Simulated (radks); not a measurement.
Q: Se23+, 11 electrons, occupied as [Ne] 3p1 (not the ground configuration). Calculated with a radial shooting solver on a logarithmic mesh with Libxc functionals: scalar-relativistic Kohn-Sham, exchange-only B88, spin-unpolarised, spherical densities, point nucleus. Some entries of the table are withheld. Estimate them.

| orbital | occ. | eigenvalue (hartree) | r(max) (bohr) | <r^2> (bohr^2) |
|---|---|---|---|---|
| 1s | 2 | -498.2300 | (1) | 0.002613 |
| 2s | 2 | -95.66903 | 0.1632 | 0.04359 |
| 2p | 6 | -88.93753 | 0.1304 | 0.03422 |
| 3s | 0 | -37.21989 | 0.4485 | 0.2563 |
| 3p | 1 | -35.11916 | (2) | 0.2454 |
| 3d | 0 | -32.36194 | (3) | 0.1959 |
| 4p | 0 | -18.81084 | 0.8948 | (4) |
| 4f | 0 | -17.22386 | 0.6645 | 0.6257 |

A: 
(1) 1s r(max) (bohr): 0.02879
(2) 3p r(max) (bohr): 0.4326
(3) 3d r(max) (bohr): 0.3495
(4) 4p <r^2> (bohr^2): 0.8874
